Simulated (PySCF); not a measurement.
C4H7F, SMILES CC/C=C\F.

Coordinates come from a B3LYP-D3(BJ)/def2-SVP optimisation. One conformer was computed; it need not be the lowest.

These are B3LYP-D3(BJ)/def2-SVP (PySCF 2.14.0) values and carry that method's errors.

Harmonic, unscaled wavenumbers; measured fundamentals usually lie a few per cent lower.

**Question.** Give all harmonic wavenumbers and intensities. (An estimate is asked for; the answer gives what the named calculation found.)

**Answer.** 
```json
[
 {"mode": "1", "ν (cm⁻¹)": "59", "IR (km/mol)": "0.3", "Raman (Å⁴/amu)": "0.7", "depolarisation": "0.74", "moving atoms (share of kinetic energy)": "C 47 %, H 31 %, F 21 %"},
 {"mode": "2", "ν (cm⁻¹)": "206", "IR (km/mol)": "1.8", "Raman (Å⁴/amu)": "0.3", "depolarisation": "0.39", "moving atoms (share of kinetic energy)": "H 56 %, F 25 %, C 19 %"},
 {"mode": "3", "ν (cm⁻¹)": "260", "IR (km/mol)": "3.6", "Raman (Å⁴/amu)": "2.0", "depolarisation": "0.75", "moving atoms (share of kinetic energy)": "H 51 %, C 41 %"},
 {"mode": "4", "ν (cm⁻¹)": "292", "IR (km/mol)": "2.1", "Raman (Å⁴/amu)": "1.7", "depolarisation": "0.59", "moving atoms (share of kinetic energy)": "H 43 %, C 42 %, F 15 %"},
 {"mode": "5", "ν (cm⁻¹)": "519", "IR (km/mol)": "5.4", "Raman (Å⁴/amu)": "3.7", "depolarisation": "0.59", "moving atoms (share of kinetic energy)": "C 63 %, H 32 %"},
 {"mode": "6", "ν (cm⁻¹)": "674", "IR (km/mol)": "1.6", "Raman (Å⁴/amu)": "2.1", "depolarisation": "0.51", "moving atoms (share of kinetic energy)": "C 55 %, H 29 %, F 16 %"},
 {"mode": "7", "ν (cm⁻¹)": "777", "IR (km/mol)": "26.4", "Raman (Å⁴/amu)": "4.4", "depolarisation": "0.68", "moving atoms (share of kinetic energy)": "H 70 %, C 27 %"},
 {"mode": "8", "ν (cm⁻¹)": "805", "IR (km/mol)": "8.0", "Raman (Å⁴/amu)": "1.1", "depolarisation": "0.60", "moving atoms (share of kinetic energy)": "H 74 %, C 25 %"},
 {"mode": "9", "ν (cm⁻¹)": "887", "IR (km/mol)": "4.5", "Raman (Å⁴/amu)": "5.6", "depolarisation": "0.18", "moving atoms (share of kinetic energy)": "H 49 %, C 47 %"},
 {"mode": "10", "ν (cm⁻¹)": "944", "IR (km/mol)": "0.3", "Raman (Å⁴/amu)": "4.0", "depolarisation": "0.75", "moving atoms (share of kinetic energy)": "H 79 %, C 21 %"},
 {"mode": "11", "ν (cm⁻¹)": "1034", "IR (km/mol)": "10.9", "Raman (Å⁴/amu)": "4.1", "depolarisation": "0.74", "moving atoms (share of kinetic energy)": "C 60 %, H 33 %"},
 {"mode": "12", "ν (cm⁻¹)": "1044", "IR (km/mol)": "53.0", "Raman (Å⁴/amu)": "7.4", "depolarisation": "0.25", "moving atoms (share of kinetic energy)": "H 51 %, C 32 %, F 17 %"},
 {"mode": "13", "ν (cm⁻¹)": "1086", "IR (km/mol)": "4.8", "Raman (Å⁴/amu)": "3.6", "depolarisation": "0.31", "moving atoms (share of kinetic energy)": "H 54 %, C 45 %"},
 {"mode": "14", "ν (cm⁻¹)": "1163", "IR (km/mol)": "27.4", "Raman (Å⁴/amu)": "0.4", "depolarisation": "0.70", "moving atoms (share of kinetic energy)": "C 52 %, H 41 %"},
 {"mode": "15", "ν (cm⁻¹)": "1255", "IR (km/mol)": "27.8", "Raman (Å⁴/amu)": "5.5", "depolarisation": "0.66", "moving atoms (share of kinetic energy)": "H 74 %, C 20 %"},
 {"mode": "16", "ν (cm⁻¹)": "1287", "IR (km/mol)": "11.4", "Raman (Å⁴/amu)": "21.6", "depolarisation": "0.67", "moving atoms (share of kinetic energy)": "H 85 %, C 13 %"},
 {"mode": "17", "ν (cm⁻¹)": "1330", "IR (km/mol)": "4.7", "Raman (Å⁴/amu)": "1.7", "depolarisation": "0.46", "moving atoms (share of kinetic energy)": "H 75 %, C 25 %"},
 {"mode": "18", "ν (cm⁻¹)": "1396", "IR (km/mol)": "0.7", "Raman (Å⁴/amu)": "2.6", "depolarisation": "0.65", "moving atoms (share of kinetic energy)": "H 78 %, C 22 %"},
 {"mode": "19", "ν (cm⁻¹)": "1413", "IR (km/mol)": "16.4", "Raman (Å⁴/amu)": "2.5", "depolarisation": "0.63", "moving atoms (share of kinetic energy)": "H 65 %, C 34 %"},
 {"mode": "20", "ν (cm⁻¹)": "1461", "IR (km/mol)": "0.6", "Raman (Å⁴/amu)": "24.5", "depolarisation": "0.75", "moving atoms (share of kinetic energy)": "H 94 %"},
 {"mode": "21", "ν (cm⁻¹)": "1470", "IR (km/mol)": "6.5", "Raman (Å⁴/amu)": "18.9", "depolarisation": "0.74", "moving atoms (share of kinetic energy)": "H 97 %"},
 {"mode": "22", "ν (cm⁻¹)": "1481", "IR (km/mol)": "3.8", "Raman (Å⁴/amu)": "4.0", "depolarisation": "0.73", "moving atoms (share of kinetic energy)": "H 91 %, C 9 %"},
 {"mode": "23", "ν (cm⁻¹)": "1756", "IR (km/mol)": "56.0", "Raman (Å⁴/amu)": "38.6", "depolarisation": "0.15", "moving atoms (share of kinetic energy)": "C 93 %"},
 {"mode": "24", "ν (cm⁻¹)": "3021", "IR (km/mol)": "24.8", "Raman (Å⁴/amu)": "129.5", "depolarisation": "0.20", "moving atoms (share of kinetic energy)": "H 94 %"},
 {"mode": "25", "ν (cm⁻¹)": "3027", "IR (km/mol)": "27.5", "Raman (Å⁴/amu)": "139.1", "depolarisation": "0.01", "moving atoms (share of kinetic energy)": "H 97 %"},
 {"mode": "26", "ν (cm⁻¹)": "3090", "IR (km/mol)": "0.6", "Raman (Å⁴/amu)": "116.4", "depolarisation": "0.70", "moving atoms (share of kinetic energy)": "H 91 %, C 9 %"},
 {"mode": "27", "ν (cm⁻¹)": "3110", "IR (km/mol)": "33.0", "Raman (Å⁴/amu)": "51.8", "depolarisation": "0.51", "moving atoms (share of kinetic energy)": "H 91 %, C 9 %"},
 {"mode": "28", "ν (cm⁻¹)": "3116", "IR (km/mol)": "27.0", "Raman (Å⁴/amu)": "64.3", "depolarisation": "0.73", "moving atoms (share of kinetic energy)": "H 90 %, C 10 %"},
 {"mode": "29", "ν (cm⁻¹)": "3164", "IR (km/mol)": "3.5", "Raman (Å⁴/amu)": "51.2", "depolarisation": "0.49", "moving atoms (share of kinetic energy)": "H 92 %"},
 {"mode": "30", "ν (cm⁻¹)": "3202", "IR (km/mol)": "14.0", "Raman (Å⁴/amu)": "124.5", "depolarisation": "0.20", "moving atoms (share of kinetic energy)": "H 91 %, C 9 %"}
]
```
